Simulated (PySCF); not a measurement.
## Spin–orbit doublets of 2p levels

Cyclo-(SiF2)3.
Cartesian coordinates in Å at the PBE0-D3(BJ)/def2-SVP level; atoms count from 1:
```
atom  x, y, z in Å
Si1   -0.295    0.919   -0.975
F2    -0.043    0.682   -2.552
F3    -0.944    2.388   -0.807
Si4   -0.930   -0.933    0.390
F5    -1.234   -2.407   -0.192
F6    -1.968   -0.663    1.598
Si7    1.267   -0.012    0.575
F8     2.554   -0.822    0.033
F9     1.725    0.779    1.905
```

Method used: delta-SCF UKS SCAN, pcX-2 on the ionised atom, pcseg-1 elsewhere, spin-free X2C in PySCF. Vertical ΔSCF values, vacuum level as zero. 2p3/2 and 2p1/2 are the ΔSCF energy of one spin-free 2p hole plus the eigenvalues of a spin–orbit and ligand-field matrix of the shell. The splitting includes the ligand field, and 2p3/2 is the mean of two sublevels.

| atom | mean of the 2p shell (eV) | splitting (eV) |
| --- | --- | --- |
| Si1/Si4/Si7 | 109.533 | 0.625 |

Where do the two lines of each doublet lie?

2p3/2 = mean − splitting/3 and 2p1/2 = mean + 2 × splitting/3:

```
       atom                     environment  2p3/2 (eV)  2p1/2 (eV)
Si1/Si4/Si7  silicon bonded to 2 F and 2 Si      109.32      109.95
```

What are the 1s binding energies of the same atoms?

Si1/Si4/Si7 1849.32 eV.

Which Kα1 and Kα2 emission energies and wavelengths follow?

The photon carries the difference of the 1s-hole and 2p-hole states, both at the ground state's geometry; λ = 12398.42 eV Å/E.

```json
{"atom": "Si1/Si4/Si7", "Kα1 (eV)": "1740.00", "Kα2 (eV)": "1739.37", "λ(Kα1) (Å)": "7.1255", "λ(Kα2) (Å)": "7.1281"}
```

And the 1s levels of the other atoms?

F2 (×6) (fluorine bonded to Si) 693.11 eV.

One atom of each set of topologically equivalent atoms was ionised and stands for the set; in this conformer not all members are related by symmetry, and their own values weren't computed. Geometry: PBE0-D3(BJ)/def2-SVP, one conformer, isolated molecule.
